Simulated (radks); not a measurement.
Q: All-electron atom: Ga I in [Ar] 3d9 4s1 4p3 (not the ground configuration). Calculated with a radial shooting solver on a logarithmic mesh with Libxc functionals: Dirac Kohn-Sham, PBE, spin-unpolarised, spherical densities, finite nucleus; open shells fill j = l - 1/2 first; Fermi nuclear charge, rms radius 3.9973 fm. Some entries of the table are withheld. Estimate them.

orbital  occ.  eigenvalue (hartree)  r(max) (bohr)
1s1/2       2             -376.2726            (1)
2s1/2       2                   (2)         0.1825
2p1/2       2             -41.51836         0.1445
2p3/2       4             -40.50250         0.1474
3s1/2       2                   (3)         0.5633
3p1/2       2              -4.13559            (4)
3p3/2       4              -3.99976            (5)
3d3/2       4              -1.09882         0.5249
3d5/2       5              -1.08056         0.5276
4s1/2       1              -0.44818          1.780
4p1/2       2                   (6)          2.199
4p3/2       1                   (7)          2.237

A: 
(1) 1s1/2 r(max) (bohr): 0.03178
(2) 2s1/2 eigenvalue (hartree): -46.84483
(3) 3s1/2 eigenvalue (hartree): -5.86198
(4) 3p1/2 r(max) (bohr): 0.5595
(5) 3p3/2 r(max) (bohr): 0.5676
(6) 4p1/2 eigenvalue (hartree): -0.17008
(7) 4p3/2 eigenvalue (hartree): -0.16328
